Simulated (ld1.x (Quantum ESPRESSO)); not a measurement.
# Ru, TM semilocal: configuration errors across variants

ld1.x (Quantum ESPRESSO) 7.5 input, shortened:

```
&input
   title='Ru', zed=44., rel=1, dft='PBE', iswitch=3,
   config='[Kr] 4d7 5s1 5p0'
 /
 &inputp
   pseudotype=1, tm=.true., lloc=1,
   nlcc=.false.
 /
3
4S  1  0   2.00   0.00  1.15  1.15  0.0
4D  3  2   7.00   0.00  2.25  2.25  0.0
4P  2  1   6.00   0.00  1.85  1.85  0.0
 &test
   configts(1)='4s2 4p6 4d7 5s1 5p0'
 /
```

Occupied shells without a wave of their own: 5s. They enter only through the test configuration that unscreens the potential.

All-electron excitation energies from the reference (eV): (1) 4s2 4p6 4d7 5s0 5p0 7.292; (2) 4s2 4p6 4d6 5s0 5p0 25.479; (3) 4s2 4p6 4d5 5s0 5p0 56.101; (4) 4s2 4p5 4d7 5s1 5p0 52.390; (5) 4s1 4p6 4d7 5s1 5p0 82.690; (6) 4s2 4p6 4d8 5s0 5p0 -0.333; (7) 4s2 4p6 4d7 5s0.5 5p0 2.863.

A semilocal file is local in each channel, so a ghost entry of none says nothing of the separable form that plane-wave codes build from it.

For the base: The 5s level has no wave, so the channel is fitted at the deeper level alone: the likely source of the large errors.

Errors AE − PS in meV (a dash: test not solved or not reliable):

```csv
change,(1),(2),(3),(4),(5),(6),(7),bound ghosts
base,-138,-226,-328,-132,-115,-86,-60,none
wave 4d (bound): rc 2.25 bohr becomes 4d (bound): rc 1.48 bohr,-138,-210,-288,-50,-12,-84,-60,none
wave 4d (bound): rc 2.25 bohr becomes 4d (bound): rc 1.64 bohr,-138,-211,-290,-54,-17,-84,-60,none
wave 4d (bound): rc 2.25 bohr becomes 4d (bound): rc 1.94 bohr,-138,-214,-301,-76,-46,-85,-60,none
wave 4d (bound): rc 2.25 bohr becomes 4d (bound): rc 2.10 bohr,-138,-219,-312,-98,-74,-86,-60,none
wave 4d (bound): rc 2.25 bohr becomes 4d (bound): rc 2.26 bohr,-138,-226,-328,-132,-115,-86,-60,none
wave 4d (bound): rc 2.25 bohr becomes 4d (bound): rc 2.68 bohr,-138,-262,-364,-271,-281,-85,-60,none
wave 4d (bound): rc 2.25 bohr becomes 4d (bound): rc 3.00 bohr,-142,-295,-352,-391,-422,-78,-60,none
wave 4d (bound): rc 2.25 bohr becomes 4d (bound): rc 3.14 bohr,-145,-312,-322,-462,-503,-73,-61,none
wave 4d (bound): rc 2.25 bohr becomes 4d (bound): rc 3.42 bohr,-159,-341,-186,-618,-681,-53,-63,none
```

(1) Give the same row for: wave 4d (bound): rc 2.25 bohr becomes 4d (bound): rc 2.54 bohr.

## Answers

(1) -137, -249, -357, -222, -223, -86, -60; bound ghosts: none.
